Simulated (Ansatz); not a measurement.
Molecule: sum formula SiBrCl2 (charge 0, doublet). It need not be the lowest isomer of its formula. SMILES: Cl[Si](Cl)Br
Geometry: optimised at B3LYP-D3(BJ)/def2-TZVP (Ansatz, a first-principles code).

Computed values are from Ansatz. Correlated levels leave the core frozen unless marked. UHF or UKS for open shells. Spin-orbit coupling is left out. Frozen are the shells of the preceding noble gas and the d and f shells that filled before the atom's block. Non-relativistic. CBS marks a two-point X^-3 extrapolation of the correlation energy; Hartree-Fock from the larger set.

**Question.** What is the atomisation energy De at CCSD(T)/CBS(def2-TZVPP,def2-QZVPP)?

**Answer.** 1099.0 kJ/mol.

**Question.** What is the total energy at CCSD(T)/CBS(def2-TZVPP,def2-QZVPP)?

**Answer.** -3781.4097 Eh.

**Question.** What is the dipole moment at CCSD(T)/def2-SVPD?

**Answer.** 0.61 D.

**Question.** What is the T1 diagnostic at CCSD/def2-QZVPP?

**Answer.** 0.013.
